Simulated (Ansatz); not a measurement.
One change: `[F][In]([F])[I]` becomes `[F][InH][F]`.

Ansatz, PBE0-D4/def2-TZVP geometries, multiplicity 1. 

Elements past krypton have def2 core potentials.

```json
{"property": "HOMO–LUMO gap (PBE0/def2-TZVPP) / eV", "`[F][In]([F])[I]`": "5.45"}
{"property": "HOMO energy (PBE/def2-TZVPP) / eV", "`[F][In]([F])[I]`": "-7.41"}
{"property": "HOMO–LUMO gap (ωB97M-V/def2-TZVPP) / eV", "`[F][In]([F])[I]`": "9.51"}
{"property": "HOMO–LUMO gap (B3LYP/def2-TZVPP) / eV", "`[F][In]([F])[I]`": "4.88"}
{"property": "LUMO energy (PBE0/def2-TZVPP) / eV", "`[F][In]([F])[I]`": "-3.15"}
{"property": "LUMO energy (ωB97M-V/def2-TZVPP) / eV", "`[F][In]([F])[I]`": "-1.22"}
```

Q: Give the same properties after the change, and the shifts. (Estimate.)

A: Computed: 
| property | `[F][InH][F]` | shift |
| --- | --- | --- |
| HOMO–LUMO gap (PBE0/def2-TZVPP) / eV | 8.10 | 2.65 |
| HOMO energy (PBE/def2-TZVPP) / eV | -8.23 | -0.82 |
| HOMO–LUMO gap (ωB97M-V/def2-TZVPP) / eV | 12.03 | 2.52 |
| HOMO–LUMO gap (B3LYP/def2-TZVPP) / eV | 7.48 | 2.60 |
| LUMO energy (PBE0/def2-TZVPP) / eV | -1.86 | 1.29 |
| LUMO energy (ωB97M-V/def2-TZVPP) / eV | -0.27 | 0.95 |

With PBE0 the HOMO falls by 1.35 eV and the LUMO rises by 1.29 eV, so the gap widens by about 2.64 eV. PBE moves the HOMO by -0.82 eV and ωB97M-V by -1.57 eV.

B3LYP here is the variant with VWN-RPA as its local correlation; programs differ in this.

Spin–orbit coupling is left out; it splits and shifts lone-pair levels of the heavy atoms by tenths of an eV.
